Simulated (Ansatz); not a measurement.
A nudged elastic band was laid between two geometries of ClH3O2Si + H2O (10 atoms, charge 0, multiplicity 1).

Computed with Ansatz, RKS CAM-B3LYP/def2-SVP.

```json
{
  "movable images": "6",
  "climbing image": "no",
  "spring": "5.0 eV/Å²",
  "optimiser": "quadratic models (default)",
  "start path": "through a guess of the saddle point",
  "force threshold": "0.05 eV/Å",
  "iteration limit": "60",
  "end points": "relaxed"
}
```

Image 0:

```xyz
10
Properties=species:S:1:pos:R:3
Si -0.145 -0.223 0.124
Cl -0.412 -0.429 2.172
O 1.463 -0.200 -0.268
H 1.817 -1.051 -0.554
H -0.834 0.981 -0.340
O -0.712 -1.607 -0.574
H -1.473 -2.052 -0.186
O 1.351 2.168 1.068
H 1.927 1.562 0.578
H 1.383 1.832 1.973
```

Image 7:

```xyz
10
Properties=species:S:1:pos:R:3
Si 0.382 0.192 -0.480
Cl -0.625 -0.086 3.225
O 1.599 -0.341 -1.444
H 2.044 -1.157 -1.188
H -0.389 1.140 -1.301
O -0.464 -1.072 0.116
H -0.774 -1.044 1.034
O 0.960 0.995 0.882
H 1.440 1.822 0.753
H 0.190 0.530 2.395
```

What changes between the two ends?

Bonds broken: Si1–Cl2, O8–H10. Bonds formed: Si1–O8, Cl2–H10. ClH3O2Si + H2O becomes ClH + H4O3Si.

What energy profile does the band end with?

The forces met the threshold. The highest image is number 3 of 0 to 7, 0.55 eV above the first end and 0.81 eV above the last; the last end lies 0.26 eV below the first. No image climbed, so the highest image needn't sit at the top of the path. The orbitals stay closed-shell, which can raise the energy where a bond breaks towards radicals; this wasn't checked here.

```csv
image,path coordinate (Å),energy (eV),Si1–Cl2 (Å),O8–H10 (Å),Si1–O8 (Å)
0,0.00,0.00,2.08,0.97,2.97
1,0.90,0.08,2.11,0.97,2.45
2,1.80,0.36,2.19,0.97,2.09
3,2.70,0.55,2.32,0.98,1.92
4,3.60,0.40,2.84,1.33,1.74
5,4.50,-0.21,3.52,1.75,1.68
6,5.39,-0.24,3.74,1.77,1.68
7,6.29,-0.26,3.85,1.76,1.68
```

What is the geometry of the highest image?


```xyz
10
Properties=species:S:1:pos:R:3
Si 0.076 0.134 0.024
Cl -1.185 0.295 1.959
O 1.520 0.072 -0.863
H 1.646 -0.778 -1.299
H -0.802 1.034 -0.732
O -0.163 -1.512 0.037
H -0.836 -1.784 0.673
O 1.161 1.259 1.137
H 2.103 1.061 0.995
H 0.843 1.198 2.062
```

The band took 17 iterations and of the order of 9 core-minutes.

The run took 2.4 min on 4 threads of Arm Neoverse V2, with other jobs on the host, peak memory 0.29 GiB.
